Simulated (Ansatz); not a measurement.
C$_{4}$H$_{3}$F$_{3}$, SMILES `FC1=C(F)C(F)C1`. Total charge 0; spin multiplicity 1.

```xyz
10

F     0.478   -2.325    0.501
C     0.254   -1.045    0.313
C     0.117    0.009    1.112
F     0.188    0.222    2.407
C    -0.248    0.921   -0.009
F     0.611    1.970   -0.235
C    -0.033   -0.299   -0.953
H    -1.265    1.320    0.000
H     0.814   -0.155   -1.625
H    -0.916   -0.618   -1.512
```

(1) What are the harmonic wavenumbers in cm⁻¹ at PBE0-D4/def2-TZVP (Ansatz, finite differences of forces, unscaled)? (Best estimate.)

(2) Is this a minimum?

(3) Give the ideal-gas thermochemistry at 298.15 K and 1 bar (rigid rotor, harmonic oscillator; point group C1, symmetry number 1).

(4) Rotational constants (cm⁻¹)?

Results:

(1) Computed: 134, 228, 286, 344, 479, 527, 620, 723, 800, 866, 1012, 1069, 1115, 1158, 1174, 1229, 1294, 1372, 1399, 1481, 1859, 3077, 3096, 3137.

(2) Yes, all 24 modes are real.

(3) Zero-point energy 170.3 kJ/mol; H(298) − E = 188.2 kJ/mol; entropy 325.4 J/(mol·K), of which translation 167.3, rotation 115.2, vibration 43.0; G(298) − E = 91.1 kJ/mol.

(4) 0.1298, 0.07723, 0.05186.
